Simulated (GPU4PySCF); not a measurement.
Sb(iPr)3 (C9H21Sb), SMILES C[CH](C)[Sb]([CH](C)C)[CH](C)C.

Geometry optimised at B3LYP-D3(BJ)/def2-TZVP. The isomer is the one that the SMILES or the coordinates give; other isomers of the formula were not compared. The def2 effective core potentials stand for the cores of Sb; spin–orbit coupling is left out. Other conformers were not sampled.

Computed with B3LYP-D3(BJ)/def2-TZVP run with GPU4PySCF.

Frequencies are harmonic and unscaled.

Computed normal modes with their intensities:
| mode | ν (cm⁻¹) | IR (km/mol) | Raman (Å⁴/amu) | depolarisation | moving atoms (share of kinetic energy) |
|---|---|---|---|---|---|
| 1 | 45 | 0.0 | 0.7 | 0.73 | C 63 %, H 30 % |
| 2 | 54 | 0.0 | 1.0 | 0.73 | C 65 %, H 31 % |
| 3 | 84 | 0.0 | 0.5 | 0.75 | C 67 %, H 31 % |
| 4 | 106 | 0.1 | 1.4 | 0.73 | C 64 %, H 27 %, Sb 10 % |
| 5 | 128 | 0.1 | 1.8 | 0.75 | C 64 %, H 26 %, Sb 9 % |
| 6 | 141 | 0.2 | 1.3 | 0.65 | C 59 %, H 24 %, Sb 17 % |
| 7 | 202 | 0.3 | 2.1 | 0.56 | C 54 %, H 43 % |
| 8 | 220 | 0.0 | 2.0 | 0.16 | C 59 %, H 39 % |
| 9 | 222 | 0.1 | 1.6 | 0.31 | C 53 %, H 45 % |
| 10 | 235 | 0.1 | 0.3 | 0.55 | H 89 %, C 10 % |
| 11 | 241 | 0.2 | 1.1 | 0.55 | H 75 %, C 23 % |
| 12 | 243 | 0.1 | 2.1 | 0.30 | H 71 %, C 28 % |
| 13 | 248 | 0.3 | 4.0 | 0.08 | H 64 %, C 33 % |
| 14 | 256 | 0.6 | 3.0 | 0.13 | H 75 %, C 19 % |
| 15 | 262 | 1.4 | 6.6 | 0.12 | H 55 %, C 36 %, Sb 10 % |
| 16 | 273 | 2.2 | 2.8 | 0.70 | H 65 %, C 22 %, Sb 12 % |
| 17 | 285 | 1.1 | 2.0 | 0.41 | H 80 %, C 16 % |
| 18 | 306 | 4.4 | 1.6 | 0.10 | C 50 %, H 30 %, Sb 20 % |
| 19 | 385 | 2.0 | 0.3 | 0.43 | C 58 %, H 40 % |
| 20 | 402 | 1.6 | 1.1 | 0.18 | C 60 %, H 40 % |
| 21 | 414 | 2.8 | 2.7 | 0.02 | C 59 %, H 38 % |
| 22 | 474 | 5.2 | 18.2 | 0.47 | C 62 %, H 30 % |
| 23 | 481 | 1.7 | 39.5 | 0.05 | C 66 %, H 33 % |
| 24 | 490 | 6.8 | 18.0 | 0.58 | C 63 %, H 31 % |
| 25 | 883 | 3.7 | 10.7 | 0.75 | C 68 %, H 31 % |
| 26 | 886 | 2.6 | 9.1 | 0.75 | C 69 %, H 31 % |
| 27 | 887 | 5.1 | 10.8 | 0.75 | C 68 %, H 32 % |
| 28 | 931 | 2.2 | 0.3 | 0.75 | H 87 %, C 13 % |
| 29 | 933 | 1.3 | 0.1 | 0.73 | H 87 %, C 13 % |
| 30 | 934 | 0.1 | 0.2 | 0.75 | H 87 %, C 13 % |
| 31 | 979 | 0.1 | 2.0 | 0.71 | H 69 %, C 31 % |
| 32 | 979 | 0.0 | 0.8 | 0.71 | H 69 %, C 31 % |
| 33 | 980 | 0.4 | 3.1 | 0.66 | H 69 %, C 31 % |
| 34 | 995 | 6.6 | 3.4 | 0.61 | H 89 %, C 11 % |
| 35 | 1011 | 4.1 | 4.7 | 0.74 | H 85 %, C 14 % |
| 36 | 1033 | 16.5 | 2.6 | 0.57 | H 84 %, C 16 % |
| 37 | 1104 | 1.0 | 2.0 | 0.73 | C 67 %, H 33 % |
| 38 | 1112 | 2.7 | 1.8 | 0.52 | C 66 %, H 34 % |
| 39 | 1117 | 3.9 | 1.7 | 0.44 | C 66 %, H 34 % |
| 40 | 1180 | 12.2 | 15.7 | 0.73 | C 51 %, H 48 % |
| 41 | 1181 | 11.2 | 15.8 | 0.58 | C 51 %, H 49 % |
| 42 | 1183 | 1.7 | 13.6 | 0.08 | C 51 %, H 49 % |
| 43 | 1231 | 13.7 | 30.1 | 0.37 | H 68 %, C 32 % |
| 44 | 1234 | 14.5 | 21.0 | 0.74 | H 69 %, C 31 % |
| 45 | 1246 | 4.6 | 50.2 | 0.07 | H 71 %, C 29 % |
| 46 | 1341 | 0.6 | 3.6 | 0.57 | H 75 %, C 25 % |
| 47 | 1343 | 0.2 | 2.4 | 0.75 | H 75 %, C 25 % |
| 48 | 1350 | 0.3 | 3.0 | 0.71 | H 76 %, C 24 % |
| 49 | 1402 | 3.1 | 2.2 | 0.75 | H 82 %, C 18 % |
| 50 | 1405 | 1.1 | 2.3 | 0.75 | H 82 %, C 18 % |
| 51 | 1406 | 6.8 | 2.1 | 0.69 | H 82 %, C 18 % |
| 52 | 1420 | 2.4 | 0.5 | 0.72 | H 82 %, C 18 % |
| 53 | 1424 | 2.8 | 0.6 | 0.67 | H 82 %, C 18 % |
| 54 | 1427 | 1.9 | 0.7 | 0.35 | H 82 %, C 18 % |
| 55 | 1484 | 0.2 | 5.2 | 0.60 | H 96 % |
| 56 | 1488 | 1.5 | 8.1 | 0.75 | H 96 % |
| 57 | 1489 | 0.6 | 14.2 | 0.75 | H 96 % |
| 58 | 1493 | 5.4 | 2.5 | 0.61 | H 96 % |
| 59 | 1495 | 5.0 | 2.7 | 0.72 | H 96 % |
| 60 | 1496 | 2.1 | 1.9 | 0.75 | H 96 % |
| 61 | 1502 | 3.8 | 5.7 | 0.68 | H 96 % |
| 62 | 1505 | 9.0 | 10.0 | 0.74 | H 96 % |
| 63 | 1508 | 6.1 | 9.1 | 0.73 | H 96 % |
| 64 | 1510 | 10.5 | 4.1 | 0.73 | H 96 % |
| 65 | 1511 | 8.6 | 14.2 | 0.75 | H 96 % |
| 66 | 1513 | 3.9 | 4.4 | 0.68 | H 96 % |
| 67 | 3002 | 40.5 | 200.8 | 0.59 | H 95 % |
| 68 | 3002 | 6.1 | 98.4 | 0.66 | H 96 % |
| 69 | 3003 | 66.7 | 37.1 | 0.27 | H 96 % |
| 70 | 3005 | 119.5 | 214.9 | 0.55 | H 96 % |
| 71 | 3006 | 61.3 | 322.5 | 0.14 | H 96 % |
| 72 | 3007 | 47.4 | 317.5 | 0.04 | H 95 % |
| 73 | 3013 | 35.3 | 370.7 | 0.05 | H 94 % |
| 74 | 3016 | 16.5 | 159.1 | 0.11 | H 93 % |
| 75 | 3019 | 8.2 | 134.9 | 0.18 | H 93 % |
| 76 | 3056 | 21.8 | 63.7 | 0.58 | H 91 %, C 9 % |
| 77 | 3060 | 29.7 | 72.4 | 0.70 | H 91 %, C 9 % |
| 78 | 3065 | 25.5 | 81.4 | 0.74 | H 92 %, C 8 % |
| 79 | 3066 | 45.8 | 79.5 | 0.75 | H 92 %, C 8 % |
| 80 | 3076 | 45.6 | 69.3 | 0.75 | H 92 % |
| 81 | 3079 | 5.3 | 49.4 | 0.53 | H 92 % |
| 82 | 3088 | 23.1 | 49.8 | 0.68 | H 91 %, C 9 % |
| 83 | 3088 | 15.6 | 23.1 | 0.69 | H 91 %, C 9 % |
| 84 | 3091 | 27.0 | 27.1 | 0.75 | H 91 %, C 9 % |
| 85 | 3114 | 32.3 | 34.5 | 0.69 | H 91 %, C 9 % |
| 86 | 3116 | 14.0 | 17.4 | 0.59 | H 91 %, C 9 % |
| 87 | 3127 | 16.2 | 26.5 | 0.50 | H 91 %, C 9 % |
